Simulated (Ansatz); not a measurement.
Species: trifluoro(iodo)germane, sum formula GeIF$_{3}$, net charge 0, singlet state. SMILES: [F][Ge]([F])([I])[F]
Geometry: optimised at B3LYP-D3(BJ)/def2-TZVP (Ansatz, an electronic-structure program).

Wanted: vertical electron affinity (to the doublet state of charge -1; a negative value means that the extra electron is unbound and the number depends on the basis; each state is the SCF solution reached for its spin; the molecule has degenerate orbitals, so one determinant may break the symmetry), in eV. Valence correlation only, unless marked. UHF or UKS for open shells. No spin-orbit coupling. The frozen core is the preceding noble-gas configuration, with the filled d and f shells of earlier blocks. In def2 rows, elements after Kr have scalar-relativistic effective core potentials. Anions need diffuse functions: def2-D sets add few. Basis-set limits of correlation are two-point, X^-3; Hartree-Fock from the larger set.

```
level                                 program  vertical electron affinity (eV)
------------------------------------  -------  -------------------------------
SVWN5/def2-TZVPD                       Ansatz                              [?]
BHLYP/def2-TZVPD                       Ansatz                             0.68
CAM-B3LYP/def2-TZVPD                   Ansatz                              [?]
CCSD(T)/CBS(def2-TZVPPD,def2-QZVPPD)   Ansatz                             0.51
```

Task: What belongs in the gaps?

Result: 
- SVWN5/def2-TZVPD, vertical electron affinity (eV): 1.19
- CAM-B3LYP/def2-TZVPD, vertical electron affinity (eV): 0.89
